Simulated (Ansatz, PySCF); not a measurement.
fluoro(silylmethyl)silane (CH₇FSi₂), SMILES [SiH3]C[SiH2]F. Atoms are numbered in the order given.

```xyz
11

Si    -1.7647     0.2306     0.2928
C     -0.0716     1.0656     0.2661
Si     1.3632    -0.1058     0.0707
F      0.9696    -1.2207    -1.0527
H     -1.7583    -0.9001     1.2709
H     -2.8154     1.2104     0.7067
H     -2.1079    -0.2991    -1.0586
H     -0.0602     1.8116    -0.5465
H      0.0650     1.6176     1.2129
H      1.6293    -0.8299     1.3457
H      2.5963     0.5862    -0.4007
```
Charge 0, spin multiplicity 1.

Coordinates come from a PBE0-D3(BJ)/def2-SVP optimisation. Other conformers were not sampled.

Two levels are set side by side: PBE-D3(BJ)/def2-SVP (Ansatz, a quantum-chemistry and plane-wave program) and PBE0-D3(BJ)/def2-SVP (Ansatz). Each level has its own optimised geometry; the coordinates shown are those of the second. Frequencies come from the Hessian of PySCF at each geometry. Differences are taken from unrounded values.

```json
[
 {"quantity": "mean bond length (Å)", "PBE0-D3(BJ)": "1.505"},
 {"quantity": "bond Si1–C2 (Å)", "PBE0-D3(BJ)": "1.888"},
 {"quantity": "bond C2–Si3 (Å)", "PBE0-D3(BJ)": "1.863"},
 {"quantity": "bond Si3–F4 (Å)", "PBE0-D3(BJ)": "1.631"},
 {"quantity": "bond Si1–H5 (Å)", "PBE0-D3(BJ)": "1.495"},
 {"quantity": "bond Si1–H6 (Å)", "PBE0-D3(BJ)": "1.495"},
 {"quantity": "bond Si1–H7 (Å)", "PBE0-D3(BJ)": "1.492"},
 {"quantity": "bond C2–H8 (Å)", "PBE0-D3(BJ)": "1.103"},
 {"quantity": "bond C2–H9 (Å)", "PBE0-D3(BJ)": "1.104"},
 {"quantity": "bond Si3–H10 (Å)", "PBE0-D3(BJ)": "1.490"},
 {"quantity": "bond Si3–H11 (Å)", "PBE0-D3(BJ)": "1.491"},
 {"quantity": "highest harmonic wavenumber (cm⁻¹)", "PBE0-D3(BJ)": "3138"},
 {"quantity": "mean harmonic wavenumber (cm⁻¹)", "PBE0-D3(BJ)": "1173"},
 {"quantity": "zero-point energy (kcal/mol)", "PBE0-D3(BJ)": "45.29"}
]
```

Question: What does PBE-D3(BJ) give, and how far is it from PBE0-D3(BJ)? (An estimate is asked for; the answer gives what the named calculation found.)

Answer: 
| quantity | PBE-D3(BJ) | PBE-D3(BJ) minus PBE0-D3(BJ) |
|---|---|---|
| mean bond length (Å) | 1.516 | 0.011 |
| bond Si1–C2 (Å) | 1.900 | 0.012 |
| bond C2–Si3 (Å) | 1.875 | 0.012 |
| bond Si3–F4 (Å) | 1.646 | 0.015 |
| bond Si1–H5 (Å) | 1.505 | 0.010 |
| bond Si1–H6 (Å) | 1.506 | 0.010 |
| bond Si1–H7 (Å) | 1.501 | 0.010 |
| bond C2–H8 (Å) | 1.111 | 0.008 |
| bond C2–H9 (Å) | 1.112 | 0.008 |
| bond Si3–H10 (Å) | 1.502 | 0.012 |
| bond Si3–H11 (Å) | 1.502 | 0.012 |
| highest harmonic wavenumber (cm⁻¹) | 3053 | -85 |
| mean harmonic wavenumber (cm⁻¹) | 1137 | -37 |
| zero-point energy (kcal/mol) | 43.87 | -1.42 |

Exact exchange shortens and stiffens bonds; PBE has none. Differences between two approximate levels are no errors against the true value.
